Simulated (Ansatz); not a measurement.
`CCC(Cl)CCl` + `[NH2][GeH2][OH]` → `[NH2][GeH]([OH])[CH2]Cl` + `CCCCl`  (formal exchange of groups at a C–C bond)

Calculated with Ansatz (gas phase, PBE0-D4/def2-TZVP geometries, no zero-point term in ΔE). CCSD(T)/CBS is the MP2 limit (def2-TZVPP, def2-QZVPP) plus CCSD(T) − MP2 in def2-TZVPP, frozen cores. Functionals use def2-TZVPP. B3LYP here is the variant with VWN-RPA as its local correlation; programs differ in this. For Ge outer-core shells are correlated without core-valence functions, which leaves a few kJ/mol of doubt a bond. Scalar relativity is left out up to krypton. Each species was taken in one conformer, which may not be the lowest.

```csv
level,ΔE (kcal/mol),difference from CCSD(T)/CBS
PBE-D4,-5.2,0.1
PBE0-D4,-5.2,0.1
B3LYP-D4,-5.6,-0.3
ωB97M-V,-5.2,0.1
B2PLYP,-5.8,-0.5
PBE,-5.6,-0.3
r2SCAN,-5.2,0.1
PBE0,-5.6,-0.3
HF/def2-TZVPP,-6.1,-0.8
CCSD/def2-TZVPP,-5.7,-0.4
CCSD(T)/def2-TZVPP,-5.3,0.0
HF/def2-QZVPP,-6.0,-0.7
MP2/def2-QZVPP,-4.9,0.4
SCS-MP2/def2-QZVPP,-5.1,0.2
HF/CBS(def2),-6.0,-0.7
MP2/CBS(def2),-4.9,0.4
CCSD(T)/CBS,-5.3,0
```

Largest T1 diagnostic among the species: 0.011.

In def2-TZVPP, CCSD(T) changes the Hartree–Fock value by +0.8 kcal/mol (the triples alone add +0.4 kcal/mol) and MP2 by +1.2 kcal/mol.
